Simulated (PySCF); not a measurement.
**The second ionisation energy along the 5d series**

Calculated with PySCF 2.14 from differences of total energies of unrestricted determinants, without spin-orbit coupling. Values in eV. The last column holds reference values (NIST; (s) semi-empirical, (t) theoretical, else measured). Unmarked ones compare directly (S terms, centres of terms, or small fine structure); those marked * lie between the lowest fine-structure levels and include a spin-orbit shift.

```json
{"element": "Hf (def2-TZVPPD with the def2 core potential (60 electrons), ECP)", "configurations": "[Xe] 4f14 5d1 6s2 → [Xe] 4f14 5d2", "MP2 (valence and next inner shell)": "n/a", "LDA": "14.993", "PBE": "n/a", "SCS-MP2 (valence)": "n/a", "CCSD (valence)": "n/a", "CCSD(T) (valence)": "n/a", "reference": "14.61 ± 0.04 (t) *"}
{"element": "Ta (def2-TZVPPD with the def2 core potential (60 electrons), ECP)", "configurations": "[Xe] 4f14 5d3 6s1 → [Xe] 4f14 5d3", "MP2 (valence and next inner shell)": "14.992", "LDA": "15.681", "PBE": "15.412", "SCS-MP2 (valence)": "14.257", "CCSD (valence)": "14.567", "CCSD(T) (valence)": "14.577", "reference": "16.2 ± 0.5 (s) *"}
{"element": "W (def2-TZVPPD with the def2 core potential (60 electrons), ECP)", "configurations": "[Xe] 4f14 5d4 6s1 → [Xe] 4f14 5d4", "MP2 (valence and next inner shell)": "15.899", "LDA": "16.550", "PBE": "16.276", "SCS-MP2 (valence)": "15.118", "CCSD (valence)": "15.495", "CCSD(T) (valence)": "15.512", "reference": "16.37 ± 0.15 (s) *"}
{"element": "Re (def2-TZVPPD with the def2 core potential (60 electrons), ECP)", "configurations": "[Xe] 4f14 5d5 6s1 → [Xe] 4f14 5d5", "MP2 (valence and next inner shell)": "16.690", "LDA": "17.313", "PBE": "17.023", "SCS-MP2 (valence)": "15.868", "CCSD (valence)": "16.297", "CCSD(T) (valence)": "16.319", "reference": "16.6 ± 0.5 (s)"}
{"element": "Os (def2-TZVPPD with the def2 core potential (60 electrons), ECP)", "configurations": "[Xe] 4f14 5d6 6s1 → [Xe] 4f14 5d6", "MP2 (valence and next inner shell)": "17.166", "LDA": "17.841", "PBE": "17.531", "SCS-MP2 (valence)": "16.446", "CCSD (valence)": "16.730", "CCSD(T) (valence)": "16.752", "reference": "17 ± 1 (s) *"}
{"element": "Ir (def2-TZVPPD with the def2 core potential (60 electrons), ECP)", "configurations": "[Xe] 4f14 5d7 6s1 → [Xe] 4f14 5d7", "MP2 (valence and next inner shell)": "17.628", "LDA": "18.348", "PBE": "18.017", "SCS-MP2 (valence)": "16.993", "CCSD (valence)": "17.203", "CCSD(T) (valence)": "17.238", "reference": "17 ± 0.3 (s) *"}
{"element": "Pt (def2-TZVPPD with the def2 core potential (60 electrons), ECP)", "configurations": "[Xe] 4f14 5d9 → [Xe] 4f14 5d8", "MP2 (valence and next inner shell)": "18.814", "LDA": "19.594", "PBE": "19.155", "SCS-MP2 (valence)": "18.575", "CCSD (valence)": "18.468", "CCSD(T) (valence)": "18.583", "reference": "18.56 ± 0.12 *"}
{"element": "Au (def2-TZVPPD with the def2 core potential (60 electrons), ECP)", "configurations": "[Xe] 4f14 5d10 → [Xe] 4f14 5d9", "MP2 (valence and next inner shell)": "20.855", "LDA": "21.405", "PBE": "20.989", "SCS-MP2 (valence)": "20.690", "CCSD (valence)": "20.520", "CCSD(T) (valence)": "20.617", "reference": "20.203 ± 0.025 *"}
{"element": "Hg (def2-TZVPPD with the def2 core potential (60 electrons), ECP)", "configurations": "[Xe] 4f14 5d10 6s1 → [Xe] 4f14 5d10", "MP2 (valence and next inner shell)": "18.819", "LDA": "19.557", "PBE": "19.142", "SCS-MP2 (valence)": "18.421", "CCSD (valence)": "18.379", "CCSD(T) (valence)": "18.451", "reference": "18.757"}
```

"Valence" correlates the outer s and p shells and, in groups 3 to 12 and the f block, the outer d or f shell, open or full, or the next shell where the ion has no valence electron left; the wider scheme adds the next inner shell.
